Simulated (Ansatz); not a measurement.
Saddle point of CH₉AsGe, singlet (CH₆Ge ([CH3][GeH3]) + AsH₃ → GeAsH₅ ([GeH3][AsH2]) + CH₄; bonds formed: Ge1–As7, C2–H6; bonds broken: Ge1–C2, H6–As7), PBE0-D4/def2-TZVP structure:

Ge1  (-1.266, -0.460, 0.188)
C2  (0.199, 1.228, 0.494)
H3  (-1.821, -0.612, -1.229)
H4  (-1.095, -1.668, 1.110)
H5  (-2.237, 0.523, 0.934)
H6  (0.411, 0.046, -0.108)
As7  (1.081, -1.678, -1.090)
H8  (1.250, 1.377, 0.225)
H9  (0.097, 1.258, 1.578)
H10  (-0.411, 1.980, -0.005)
H11  (2.204, -1.423, -0.085)
H12  (1.588, -0.571, -2.013)
(Å)

Energies are electronic, without zero-point energy. Barriers and step energies count from the start structure reached by relaxing down the imaginary mode; all methods use the PBE0-D4 structures, on which another method's saddle can fall below an end. Computed with Ansatz 0.2.0 (basis: def2-TZVPP, with def2-QZVPP for the basis limit); correlated methods freeze the cores. Filled d shells of the heavier atoms are correlated. The def2 sets are not built for correlating such inner shells, so the correlated values are less sure here. B3LYP uses VWN-RPA correlation. Extrapolation: Hartree–Fock as exp(−7.88 √X), correlation as X^−2.97.

```tsv
method	barrier (eV)	step energy (eV)
SPW92	2.419	-0.560
PBE-D4	2.640	-0.622
BLYP-D4	?	-0.612
r2SCAN-D4	2.818	-0.610
B97M-V	3.045	-0.540
PBE0-D4	?	-0.613
B3LYP-D4	3.006	-0.607
r2SCAN0-D4	2.959	-0.611
BHLYP-D4	3.250	-0.606
CAM-B3LYP-D4	3.198	-0.556
wB97X-V	3.203	-0.547
wB97M-V	3.111	-0.561
B2PLYP	3.121	-0.595
PBE-QIDH	?	-0.590
RPA on PBE	3.179	-0.502
HF	3.837	-0.576
MP2	3.089	-0.565
CCSD	3.307	-0.536
CCSD(T)	3.165	-0.538
```

(1) Fill in the withheld barriers. (To be estimated.)

T1 diagnostic: at most 0.013.

Answers

(1) The calculation gives: PBE0-D4 2.852; BLYP-D4 2.838; PBE-QIDH 3.044 eV. Each is the energy of the saddle less that of the start structure, by the same method.

For comparison, the barrier by CCSD(T) at an estimated basis limit (MP2 extrapolated from triple and quadruple zeta, plus CCSD(T) − MP2 in triple zeta) is 3.086 eV.

Labels in which every atom is bracketed show which atoms are joined, not bond orders.

For scale, one of the runs: CCSD(T)/def2-TZVPP, 253 basis functions, launched by `ansatz run in.yaml --threads 8 --pin off --events-out ev --progress --plain --max-ram 19148MiB`. The run took 86 s on 8 CPU threads of an Intel Xeon Platinum 8259CL (shared host), with 5.7 GiB of host memory at its peak.
